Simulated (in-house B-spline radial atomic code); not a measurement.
Atomic self-consistent-field run: neutral silicon (an excited or competing configuration). Computed with an all-electron radial atomic-structure program (B-spline basis): scalar-relativistic (X2C) Hartree-Fock with fractional occupations, spin-polarised, spherical fractional occupations, Fermi nucleus of rms radius 3.1224 fm.

Command:
```bash
python run_scf.py task.json out
```
Settings (nuclear radius in fm, mass in u):
```
Z                14
configuration    [He] 2s2 2p5 3s2 3p2 4d1
hamiltonian      x2c
method           hf,
spin_polarised   True
nucleus          fermi
rms_radius       3.1224
atomic_mass      27.97693
speed_of_light   137.035999084
```

Output (hartree, bohr):
```
 radial grid: 96 intervals, B-splines of order 8, outer radius 245.7 bohr

 iter        energy (Eh)    residual
    1        -282.939572    2.53e-01
    2        -284.684331    6.23e-02
    3        -284.838166    2.29e-02
    4        -284.867800    8.85e-03
    5        -284.872356    2.75e-03
    6        -284.870882    8.31e-04
    7        -284.871460    2.20e-04
    8        -284.871343    2.28e-04
    9        -284.871373    7.51e-05
   10        -284.871376    4.87e-06
   11        -284.871375    3.97e-06
   12        -284.871375    1.10e-06
   13        -284.871375    9.65e-08

 total energy                      -284.87138
 kinetic                             286.1005
 electron-nucleus                   -671.8791
 Hartree                             119.5932
 exact exchange                      -18.6859

 orbital      occ     eigenvalue          <r>       <r^2>       <1/r>       r_max
 1s up      1.000       -70.5173     0.110915   0.0165742     13.7054      0.0725
 1s down    1.000       -70.3705     0.110651   0.0164784     13.7266     0.07244
 2s up      1.000        -7.3319      0.54394    0.351012     2.69756      0.4443
 2s down    1.000        -6.9610     0.550042    0.359012      2.6557      0.4475
 2p up      3.000        -5.4688     0.507799    0.320635     2.56429      0.3782
 2p down    2.000        -4.7076     0.524903    0.344356     2.49629      0.3862
 3s up      1.000        -1.0465      1.89939     4.14417    0.706928       1.612
 3s down    1.000        -0.8362      1.93123     4.30546    0.699307       1.622
 3p up      2.000        -0.5367      2.23784     5.85746    0.589339       1.833
 4d up      1.000        -0.0057      24.3443     704.009   0.0629332       21.91
```

Cost of the run: 1.1 s on 1 thread of Arm Neoverse V2, with other jobs on the host.

Caution: exact exchange at fractional occupations of open shells leaves self-interaction of up to several eV.
